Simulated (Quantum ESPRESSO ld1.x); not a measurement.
Species: a nucleus of charge 44.8 with 44 electrons. Configuration: [Kr] 4d8.

All-electron calculation, scalar-relativistic Kohn-Sham, BLYP, spin-unpolarised, spherical densities, point nucleus. Program: ld1.x of Quantum ESPRESSO 7.5.

Energy parts (hartree):
part                      energy
total                  -4733.156
kinetic                 4900.683
electron-nucleus      -11414.138
Hartree                 1918.227
exchange-correlation    -137.928

Orbitals (lengths in bohr, moments of r in powers of bohr):
| orbital | occ. | eigenvalue (hartree) | <r> | <r^4> |
|---|---|---|---|---|
| 1s | 2 | -838.828 | 0.03279 | 5.468e-06 |
| 2s | 2 | -121.573 | 0.1427 | 0.0009893 |
| 2p | 6 | -108.973 | 0.1243 | 0.0007085 |
| 3s | 2 | -21.8093 | 0.3931 | 0.04817 |
| 3p | 6 | -17.6680 | 0.3930 | 0.05215 |
| 3d | 10 | -11.0338 | 0.3731 | 0.05261 |
| 4s | 2 | -3.17934 | 0.9878 | 1.858 |
| 4p | 6 | -2.01719 | 1.092 | 3.000 |
| 4d | 8 | -0.40989 | 1.597 | 21.84 |

The highest occupied level is 4d at -11.154 eV. Summed over all electrons, <r^2> = 38.93 bohr^2, which gives a Langevin (diamagnetic) susceptibility term of -30.8 x 10^-6 cm^3/mol. The density falls to 0.001 e/bohr^3 at r = 3.86 bohr.
